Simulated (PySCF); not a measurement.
chlorosilylboronic acid (BClH₄O₂Si), SMILES OB(O)[SiH2]Cl.

Geometry: B3LYP-D3(BJ)/def2-SVP. The values are those of a single conformer.

Computed with TDDFT-PBE/def2-SVPD in PySCF 2.14.0.

Vertical excitations. Isolated molecule, no solvent. State labels are in the subgroup Cs.

```tsv
state	symmetry	energy (eV)	λ (nm)	f	main pairs
S1	A'	5.47	227	0.007	HOMO→LUMO 99 %
S2	A"	5.87	211	0.012	HOMO→LUMO+1 97 %
S3	A"	6.19	200	0.005	HOMO−1→LUMO 99 %
S4	A'	6.38	194	0.006	HOMO→LUMO+2 85 %, HOMO−1→LUMO+1 14 %
S5	A'	6.40	194	0.014	HOMO−1→LUMO+1 81 %, HOMO→LUMO+2 15 %
S6	A"	6.51	190	0.006	HOMO−2→LUMO 100 %
S7	A'	6.79	183	0.008	HOMO−3→LUMO 95 %
S8	A"	6.90	180	0.002	HOMO−3→LUMO+1 99 %
S9	A"	7.13	174	0.000	HOMO−1→LUMO+2 100 %
S10	A'	7.23	171	0.008	HOMO→LUMO+3 89 %
T1	A"	5.01	248	0	HOMO→LUMO+1 99 %
T2	A'	5.08	244	0	HOMO→LUMO 99 %
T3	A"	5.91	210	0	HOMO−1→LUMO 99 %
T4	A'	6.09	203	0	HOMO−1→LUMO+1 94 %
```
Triplets are in the Tamm–Dancoff approximation, which puts them higher than full response would, so one can lie above its singlet here.
